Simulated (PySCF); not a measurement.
Molecule: tribromo(fluoro)silane, sum formula SiBr$_{3}$F, charge 0, multiplicity 1. 
Coordinates optimised at B3LYP-D3(BJ)/def2-TZVP (Ansatz):
SMILES: F[Si](Br)(Br)Br
```xyz
5

Si     0.0142     0.0186     0.4443
F      0.0649     0.0847     2.0267
Br     1.9353    -0.7822    -0.2629
Br    -1.6458    -1.3045    -0.1264
Br    -0.3119     2.0575    -0.3096
```

Dispersion corrections to the total energy (kcal/mol) from the dftd3 and dftd4 libraries through PySCF: D3(BJ) without and D4 with the three-body term, each with the damping fitted for the functional named.

```tsv
functional	D3(BJ)	D4
PW6B95	-3.89	-4.34
r2SCAN	?	-1.22
HF	-34.75	-17.40
B2PLYP	-5.44	?
LC-wPBE	-5.70	-6.74
B3LYP	-9.92	?
BHLYP	-9.05	-9.25
```

Problem. Fill in the missing entries.

Solution. 
- r2SCAN, D3(BJ): -1.31
- B2PLYP, D4: -4.07
- B3LYP, D4: -9.78
